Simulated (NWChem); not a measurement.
System meant: GeSi₂H₈; SMILES [SiH3][SiH2][GeH3]

Input file for NWChem:

```
start job
memory heap 200 mb stack 900 mb global 1100 mb
geometry units angstroms noautoz
  Si     0.504348    -2.404414    -0.004706
  Si    -0.967287    -0.576392     0.007924
  Ge     0.235810     1.484920    -0.000983
  H     -0.246355    -3.697622    -0.001239
  H      1.367106    -2.351289    -1.225133
  H      1.383820    -2.354440     1.203866
  H     -1.833779    -0.637568     1.227509
  H     -1.853472    -0.636499    -1.197480
  H      1.121855     1.578580    -1.258011
  H      1.144594     1.576210     1.239883
  H     -0.728716     2.686049     0.008951
end
basis spherical
  Si library def2-svp
  Ge library def2-svp
  H library def2-svp
end
dft
  odft
  mult 2
  xc pbe0
  iterations 150
  mulliken
end
task dft energy
```

End of the output:

```
 ==============================================================================
                                 internuclear angles
 ------------------------------------------------------------------------------
        center 1       |       center 2       |       center 3       |  degrees
 ------------------------------------------------------------------------------
    2 Si               |   1 Si               |   4 H                |   111.03
    2 Si               |   1 Si               |   5 H                |   109.78
    2 Si               |   1 Si               |   6 H                |   109.78
    4 H                |   1 Si               |   5 H                |   108.80
    4 H                |   1 Si               |   6 H                |   108.80
    5 H                |   1 Si               |   6 H                |   108.60
    1 Si               |   2 Si               |   3 Ge               |   110.89
    1 Si               |   2 Si               |   7 H                |   109.60
    1 Si               |   2 Si               |   8 H                |   109.60
    3 Ge               |   2 Si               |   7 H                |   109.27
    3 Ge               |   2 Si               |   8 H                |   109.27
    7 H                |   2 Si               |   8 H                |   108.15
    2 Si               |   3 Ge               |   9 H                |   110.21
    2 Si               |   3 Ge               |  10 H                |   110.21
    2 Si               |   3 Ge               |  11 H                |   110.96
    9 H                |   3 Ge               |  10 H                |   108.32
    9 H                |   3 Ge               |  11 H                |   108.54
   10 H                |   3 Ge               |  11 H                |   108.54
 ------------------------------------------------------------------------------
                            number of included internuclear angles:         18
 ==============================================================================

 Summary of "ao basis" -> "" (spherical)
 ------------------------------------------------------------------------------
       Tag                 Description            Shells   Functions and Types
 ---------------- ------------------------------  ------  ---------------------
 Si                         def2-svp                 8       18   4s3p1d
 Ge                         def2-svp                12       32   5s4p3d
 H                          def2-svp                 3        5   2s1p

                                 NWChem DFT Module
                                 -----------------

 Summary of "ao basis" -> "ao basis" (spherical)
 ------------------------------------------------------------------------------
       Tag                 Description            Shells   Functions and Types
 ---------------- ------------------------------  ------  ---------------------
 Si                         def2-svp                 8       18   4s3p1d
 Ge                         def2-svp                12       32   5s4p3d
 H                          def2-svp                 3        5   2s1p

      Symmetry analysis of basis
      --------------------------

        a'         71
        a"         37

  number of electrons :                   68
  multiplicity        :                    2
 ------------------------------------------------------------------------
  no. of electrons and multiplicity not compatible                  68
 ------------------------------------------------------------------------
 ------------------------------------------------------------------------
  current input line :
    28: task dft energy
 ------------------------------------------------------------------------
 ------------------------------------------------------------------------
 There is an error in the input file
 ------------------------------------------------------------------------
 For more information see the NWChem manual at https://nwchemgit.github.io

0: no. of electrons and multiplicity not compatible:Received an Error in Communication
```

Can this run be used? If not, why, and what is the fix?

The input was rejected before any calculation. Cause: the multiplicity doesn't fit the number of electrons (an even count wants an odd multiplicity, and the reverse). This input runs:
```
start job
memory heap 200 mb stack 900 mb global 1100 mb
geometry units angstroms noautoz
  Si     0.504348    -2.404414    -0.004706
  Si    -0.967287    -0.576392     0.007924
  Ge     0.235810     1.484920    -0.000983
  H     -0.246355    -3.697622    -0.001239
  H      1.367106    -2.351289    -1.225133
  H      1.383820    -2.354440     1.203866
  H     -1.833779    -0.637568     1.227509
  H     -1.853472    -0.636499    -1.197480
  H      1.121855     1.578580    -1.258011
  H      1.144594     1.576210     1.239883
  H     -0.728716     2.686049     0.008951
end
basis spherical
  * library def2-svp
end
dft
  xc pbe0
  iterations 150
  mulliken
end
task dft energy
```
It converges to -2659.82447 Ha (PBE0/def2-SVP).
